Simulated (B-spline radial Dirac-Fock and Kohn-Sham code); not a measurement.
## The K (1s) hole of potassium ions: width and yield against charge

Model: independent-particle radiative and Coulomb Auger rates from relativistic LDA hole-state orbitals, with Dirac-Fock energies. Program: a radial atomic solver. Tabulated ground configurations, configuration averages; single configurations, so decays that open only by mixing (as 1s 2s² with 1s 2p² in Be-like ions) are missing and such tiny yields are far too low.

| ion | configuration | radiative (eV) | non-radiative (eV) | yield |
| --- | --- | --- | --- | --- |
| K | [Ar] 4s1 | 0.0995 | 0.610 | 0.140 |
| K⁺ | [Ne] 3s2 3p6 | 0.0996 | 0.610 | 0.140 |
| K²⁺ | [Ne] 3s2 3p5 | 0.0989 | 0.605 | 0.140 |
| K³⁺ | [Ne] 3s2 3p4 | 0.0981 | 0.599 | 0.141 |
| K⁴⁺ | [Ne] 3s2 3p3 | 0.0971 | 0.591 | 0.141 |
| K⁵⁺ | [Ne] 3s2 3p2 | 0.0959 | 0.582 | 0.141 |
| K⁶⁺ | [Ne] 3s2 3p1 | 0.0944 | 0.571 | 0.142 |
| K⁷⁺ | [Ne] 3s2 | 0.0927 | 0.558 | 0.142 |
| K⁹⁺ | [He] 2s2 2p6 | 0.0940 | 0.535 | 0.149 |
| K¹⁰⁺ | [He] 2s2 2p5 | 0.0826 | 0.428 | 0.162 |
| K¹¹⁺ | [He] 2s2 2p4 | 0.0696 | 0.325 | 0.176 |
| K¹²⁺ | [He] 2s2 2p3 | 0.0549 | 0.231 | 0.192 |
| K¹³⁺ | [He] 2s2 2p2 | 0.0385 | 0.151 | 0.203 |
| K¹⁴⁺ | [He] 2s2 2p1 | 0.0202 | 0.0924 | 0.179 |
| K¹⁵⁺ | [He] 2s2 | 7.72e-09 | 0.0624 | 1.24e-07 |

Values without a named source are computed, but for edge energies of neutral atoms, which are taken from tables.
